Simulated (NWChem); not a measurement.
System: CH7GeN; SMILES C[NH][GeH3]

Computed with NWChem. Each level has its own optimisation; frequencies are unscaled.

| level | r Ge–N (Å) | r C–N (Å) | r H–N (Å) | highest harmonic frequency (cm⁻¹) | lowest (cm⁻¹) | zero-point energy (kcal/mol) | dipole (D) |
|---|---|---|---|---|---|---|---|
| Hartree-Fock/3-21G | 1.794 | 1.465 | 1.000 | 3777 | 90 | 51.3 | 0.99 |
| Hartree-Fock/STO-3G | 1.785 | 1.472 | 1.022 | ? | 126 | ? | ? |
| PBE0/def2-SVP | 1.834 | 1.444 | 1.015 | 3616 | 127 | 48.6 | 0.88 |

Problem. What belongs in the gaps?

Solution. 
- Hartree-Fock/STO-3G, highest harmonic frequency (cm⁻¹): 4045
- Hartree-Fock/STO-3G, zero-point energy (kcal/mol): 57.4
- Hartree-Fock/STO-3G, dipole (D): 0.94
